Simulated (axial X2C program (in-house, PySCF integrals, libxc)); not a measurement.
**S or C: which binds elements of chip processing more strongly?**

Calculated with an in-house relativistic program for diatomic molecules, spin-free (one-electron X2C) or two-component (2c: spin–orbit coupling with atomic mean-field Coulomb and Gaunt terms, which also bring small scalar terms), in Dyall basis sets with cores contracted in-house; open shells are unrestricted.

Level PBE0, spin-free. Dyall triple-zeta sets: BS v3z/av3z; BC v3z/v3z; AlS v3z/av3z; AlC v3z/v3z; PS v3z/av3z; PC v3z/v3z; GeS cv3z/av3z; GeC cv3z/v3z; AsS cv3z/av3z; AsC cv3z/v3z; InS cv3z/av3z; InC cv3z/v3z; SnS cv3z/av3z; SnC cv3z/v3z; SbS cv3z/av3z; SbC cv3z/v3z.

Diatomic bonds are a first guide to the radicals met in plasma etching, cleaning and deposition, though surfaces and higher halides or oxides behave in their own way.

```tsv
element M	state of MS	Re MS (Å)	D0 MS (eV)	state of MC	Re MC (Å)	D0 MC (eV)
B	M_S = 1/2, Λ = 0	1.610	5.85	M_S = 3/2, Λ = 0	1.478	4.63
Al	M_S = 1/2, Λ = 0	2.039	4.10	M_S = 3/2, Λ = 0	1.972	3.47
P	M_S = 1/2, Λ = 1	1.901	4.30	M_S = 1/2, Λ = 0	1.555	5.16
Ge	M_S = 0, Λ = 0	2.011	5.55	M_S = 1, Λ = 1	1.791	3.73
As	M_S = 1/2, Λ = 1	2.012	3.83	M_S = 1/2, Λ = 0	1.660	4.29
In	M_S = 1/2, Λ = 0	2.275	3.22	M_S = 3/2, Λ = 0	2.200	2.94
Sn	M_S = 0, Λ = 0	2.207	4.92	M_S = 1, Λ = 1	2.008	3.09
Sb	M_S = 1/2, Λ = 1	2.208	3.44	M_S = 1/2, Λ = 0	1.877	3.31
```

Task: Work out the energy at 0 K of MS + C → MC + S for each element.

Result: ΔE = D0(MS) − D0(MC) at PBE0, spin-free: B 1.22, Al 0.63, P -0.86, Ge 1.82, As -0.46, In 0.28, Sn 1.83, Sb 0.13 eV (negative: the exchange gives off energy).

Task: For which element is the exchange to C most and for which least favourable, and what is the energy of PS + SnC → PC + SnS?

Result: P most (-0.86 eV), Sn least (1.83 eV; too close to rank against Ge). The atoms cancel in the double exchange: ΔE = -0.86 − (1.83) = -2.69 eV, a figure less sensitive to errors in the atoms than D0 itself.

Each entry is the lowest single determinant of a limited PBE0 search at one distance. D0 = De minus the zero-point energy; De goes to single-determinant-based atoms at the same level (for ions the charge split of lowest energy) and is withheld (n/a) where an atom does not fit its ground term or J level. Main or longest-lived isotopes. One determinant is a doubtful description, or other states lie close, for BC, PS, PC, GeC, AsS, AsC, InS, SnC, SbS, SbC; these need not be ground states, and all values refer to the states named. The functionals have no current term, which raises determinants with orbital currents. These D0 were not checked against measured values; triple-zeta sets, frozen cores and single determinants leave errors of some tenths of an eV, more for transition metals.
